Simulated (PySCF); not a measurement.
Te(F)(Et) (C2H5FTe), SMILES F[Te]CC. Atoms are numbered in the order given.

```xyz
9

Te    -0.0645     0.2003     0.6078
F     -1.2744     0.9259    -0.7433
C      0.6043    -1.3498    -0.7272
C      1.0758    -0.7947    -2.0557
H     -0.2365    -2.0484    -0.8426
H      1.4018    -1.8730    -0.1734
H      1.9701    -0.1654    -1.9371
H      0.2883    -0.1803    -2.5158
H      1.3190    -1.6152    -2.7504
```

The structure is a stationary point at PBE0-D3(BJ)/def2-SVP. The def2 effective core potentials stand for the cores of Te; spin–orbit coupling is left out. Other conformers were not sampled.

These are TDDFT-PBE/def2-SVPD (PySCF) values and carry that method's errors.

Vertical excitations. Isolated molecule, no solvent.

Computed excitation energies, oscillator strengths and character:
```
state  energy (eV)  λ (nm)      f                          main pairs
-----  -----------  ------  -----  ----------------------------------
S1            2.25     552  0.000                     HOMO→LUMO 100 %
S2            4.27     290  0.001                    HOMO→LUMO+1 98 %
S3            4.54     273  0.009                    HOMO−1→LUMO 98 %
S4            4.97     249  0.076                    HOMO→LUMO+2 99 %
S5            5.63     220  0.013  HOMO→LUMO+3 63 %, HOMO−2→LUMO 35 %
S6            5.66     219  0.005  HOMO−2→LUMO 64 %, HOMO→LUMO+3 34 %
S7            5.77     215  0.008  HOMO→LUMO+4 81 %, HOMO→LUMO+5 16 %
S8            5.91     210  0.061  HOMO→LUMO+5 82 %, HOMO→LUMO+4 15 %
S9            6.19     200  0.002                    HOMO−3→LUMO 96 %
S10           6.37     195  0.005                    HOMO−4→LUMO 96 %
T1            1.52     814      0                     HOMO→LUMO 100 %
T2            3.70     335      0                    HOMO→LUMO+1 99 %
T3            3.99     311      0                    HOMO−1→LUMO 99 %
T4            4.82     257      0                    HOMO→LUMO+2 99 %
```
Triplets are in the Tamm–Dancoff approximation, which puts them higher than full response would, so one can lie above its singlet here.
